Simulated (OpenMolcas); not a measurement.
## Ir2+ in a point-charge field

Ir2+ among 3 point charges of -2 e arranged as a planar triangle (D3h), 2.42 Å from the ion.
```
   2.4200    0.0000    0.0000  -2.00
  -1.2100    2.0958    0.0000  -2.00
  -1.2100   -2.0958    0.0000  -2.00
```

```
Program             : OpenMolcas
Method              : SS-CASPT2, IPEA 0.25 Eh, imaginary shift 0.1 Eh (closed shells correlated: 4f 5s 5p)
Basis               : ANO-RCC-VDZP [7s6p4d2f]
Scalar Hamiltonian  : DKH2, point nucleus
Active space        : 7 electrons in 5 orbitals (5d)
State averaging     : 2S+1 = 4 even, 10 roots; 2S+1 = 2 even, 40 roots
Spin-orbit coupling : RASSI with atomic mean-field integrals over the reference wave functions
```

The lowest spin-free states (labels of D3, the rotations of D3h), above the lowest:

| State | Degeneracy | E (cm-1) | Free-ion L (%) |
| --- | --- | --- | --- |
| 4E | 2 | 0 | F (81) |
| 4A2 | 1 | 2220 | F (92) |
| 4E | 2 | 4320 | F (100) |
| 4A1 | 1 | 8600 | F (100) |
| 4A2 | 1 | 8620 | F (100) |
| 2E | 2 | 12010 | H (100) |
| 2A2 | 1 | 12300 | P (86) |
| 2E | 2 | 12430 | G (81) |
| 2A2 | 1 | 12870 | G (68) |
| 2A1 | 1 | 12910 | G (67) |
| 2E | 2 | 13340 | G (55) |
| 2E | 2 | 13440 | D (43) |
| 4E | 2 | 14260 | P (81) |
| 2A1 | 1 | 15510 | D (56) |
| 2E | 2 | 16340 | G (50) |
| 2E | 2 | 18690 | D (37) |
| 2E | 2 | 19060 | H (81) |
| 2A1 | 1 | 19400 | G (53) |
| 2A2 | 1 | 22170 | H (77) |
| 2E | 2 | 22430 | D (52) |

The lowest levels with spin-orbit coupling:

| E (cm-1) | Degeneracy | Label | 2S+1 | g |
| --- | --- | --- | --- | --- |
| 0 | 2 | E3/2 | 4 (84 %) | 0.00 0.00 3.98 |
| 400 | 2 | E1/2 | 4 (88 %) | 1.17 6.08 6.08 |
| 920 | 2 | E1/2 | 4 (88 %) | 0.01 0.01 7.09 |
| 3450 | 2 | E1/2 | 4 (83 %) | 0.01 0.01 9.30 |
| 5520 | 2 | E3/2 | 4 (70 %) | 0.00 0.00 11.27 |
| 6020 | 2 | E1/2 | 4 (82 %) | 2.67 3.37 3.37 |
| 7230 | 2 | E3/2 | 4 (64 %) | 0.00 0.00 4.79 |
| 9060 | 2 | E1/2 | 4 (90 %) | 0.00 0.00 6.40 |
| 9260 | 2 | E1/2 | 4 (69 %) | 0.08 0.08 1.31 |
| 10070 | 2 | E3/2 | 4 (90 %) | 0.00 0.00 3.07 |
| 12480 | 2 | E1/2 | 4 (67 %) | 0.82 1.01 1.01 |
| 12850 | 2 | E1/2 | 4 (82 %) | 0.01 0.01 8.08 |
| 14330 | 2 | E1/2 | 4 (66 %) | 1.40 1.80 1.80 |
| 15680 | 2 | E1/2 | 4 (76 %) | 0.02 0.02 5.38 |
| 16060 | 2 | E3/2 | 2 (75 %) | 0.00 0.00 9.50 |
| 16500 | 2 | E3/2 | 2 (76 %) | 0.00 0.00 2.39 |
| 17030 | 2 | E1/2 | 2 | 0.00 0.00 11.93 |
| 17110 | 2 | E1/2 | 2 (82 %) | 0.14 0.14 4.73 |
| 17690 | 2 | E1/2 | 2 (74 %) | 0.12 0.12 7.15 |
| 17960 | 2 | E3/2 | 4 (59 %) | 0.00 0.00 2.07 |

Electric-dipole absorption from the lowest level at this geometry, strongest bands:

| E (cm-1) | λ (nm) | Label | f |
| --- | --- | --- | --- |
| 7230 | 1380 | E3/2 | 6.25e-06 |
| 9060 | 1100 | E1/2 | 1.14e-05 |
| 10070 | 994 | E3/2 | 3.26e-05 |
| 15680 | 638 | E1/2 | 4.00e-05 |
| 16060 | 623 | E3/2 | 3.07e-05 |
| 16500 | 606 | E3/2 | 2.30e-05 |
| 17030 | 587 | E1/2 | 1.05e-04 |
| 17110 | 585 | E1/2 | 1.70e-04 |
| 17960 | 557 | E3/2 | 4.96e-06 |
| 18040 | 554 | E1/2 | 4.13e-05 |
| 21180 | 472 | E3/2 | 4.46e-06 |
| 24320 | 411 | E1/2 | 1.06e-05 |
| 28630 | 349 | E3/2 | 5.43e-06 |
| 32230 | 310 | E1/2 | 8.67e-06 |
| 46320 | 216 | E3/2 | 1.80e-06 |

Powder χT (cm3 K/mol): 0.516 at 2 K, 0.6 at 10 K, 1.02 at 50 K, 1.54 at 100 K, 2.49 at 200 K, 3.15 at 300 K. The effective moment at 300 K is 2.828 √(χT) = 5.02 μB.

Roots that are degenerate in the reference are averaged as groups; the widest CASPT2 spread within a group is 140 cm-1 (the 2-fold group of multiplicity 4 near 4320 cm-1 above the lowest state of its run). Shifts and gaps below about the spread of the groups concerned are not significant. Spin-orbit coupling mixes the spin-free states strongly: the lowest level takes only 64 % from its leading state, 4E. An orbital doublet at a regular site is open to a Jahn-Teller distortion, which this geometry leaves out. Point charges give a weaker field than real ligands, and real ions of this kind are as a rule low spin; the high spin found here belongs to the model. Free-ion shares, where given, are those of the reference states; single-state CASPT2 does not remix them. Point charges carry no covalency, so the field is a model and not that of real ligands. No measured value stands beside these numbers.

The CASPT2 steps took 11 s on 1 thread of Arm Neoverse V1 (shared host); the integral step is not counted.
